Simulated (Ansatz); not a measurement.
Two members of one family (Series GeCl3X), computed with Ansatz in the gas phase. The two geometries come from different levels. Binding counts from free atoms in the multiplicity of their measured ground term, without zero-point energy. A dash marks a value that wasn't run or was left out as unsound. The structures are stationary points that may keep the symmetry of their start. Remarks come from the PBE and PBE0 runs and from stability tests at other levels; not every state was tested. HOMO above LUMO (over both spins in singlets and doublets, within one spin in higher multiplets; at PBE or PBE0), or a gap under 0.15 eV within one spin, warns that the state may not be the lowest or that an electron is smeared out.

First: Ge(vinyl)Cl3 (singlet, charge 0, PBE0-D4/def2-SVP geometry).

```xyz
9

Ge   -1.050    0.624   -0.063
C     0.231   -0.757    0.293
C     1.518   -0.622   -0.034
H    -0.144   -1.664    0.779
H     1.899    0.283   -0.520
H     2.242   -1.418    0.172
Cl   -0.089    2.316   -0.966
Cl   -2.018    1.287    1.729
Cl   -2.590   -0.049   -1.392
```

```tsv
level	HOMO (eV)	LUMO (eV)	gap (eV)	vertical triplet (eV)	binding per atom (eV)
PBE-D4/def2-SVP	-7.48	-2.18	5.30	–	3.86
PBE-D4/def2-TZVP	-7.64	-2.37	5.28	4.31	3.84
r2SCAN-D4/def2-TZVP	-7.93	-2.20	5.73	4.02	3.77
PBE0-D4/def2-SVP	-8.79	-1.24	7.55	–	3.79
PBE0-D4/def2-TZVP	-8.87	-1.39	7.47	4.15	3.77
```

Second: GeCl3(OiPr) (singlet, charge 0, r2SCAN-D4/def2-SVP geometry).

```xyz
15

Ge   -1.495   -0.975    1.394
Cl   -2.293   -0.383    3.276
Cl   -3.119   -1.407    0.065
Cl   -0.315   -2.754    1.604
O    -0.513    0.350    0.823
C     0.600    0.177   -0.087
C     1.306    1.519   -0.132
C     0.116   -0.290   -1.450
H     1.282   -0.583    0.340
H     0.633    2.289   -0.541
H     2.202    1.458   -0.768
H     1.611    1.826    0.879
H    -0.355   -1.284   -1.393
H    -0.621    0.419   -1.858
H     0.961   -0.362   -2.153
```

What does the change do? Estimate second minus first.


| level | Δ HOMO (eV) | Δ LUMO (eV) | Δ gap (eV) | Δ vertical triplet (eV) | Δ binding per atom (eV) |
| --- | --- | --- | --- | --- | --- |
| PBE-D4/def2-SVP | 0.48 | -0.27 | -0.75 | – | 0.10 |
| PBE-D4/def2-TZVP | 0.49 | -0.33 | -0.82 | – | 0.09 |
| r2SCAN-D4/def2-TZVP | 0.42 | -0.27 | -0.69 | 1.25 | 0.09 |
| PBE0-D4/def2-SVP | 0.15 | -0.26 | -0.42 | – | 0.10 |
| PBE0-D4/def2-TZVP | 0.16 | -0.31 | -0.47 | 1.48 | 0.09 |

Remarks: gap within one spin near zero at PBE or PBE0 (triplet), HOMO above LUMO (triplet).
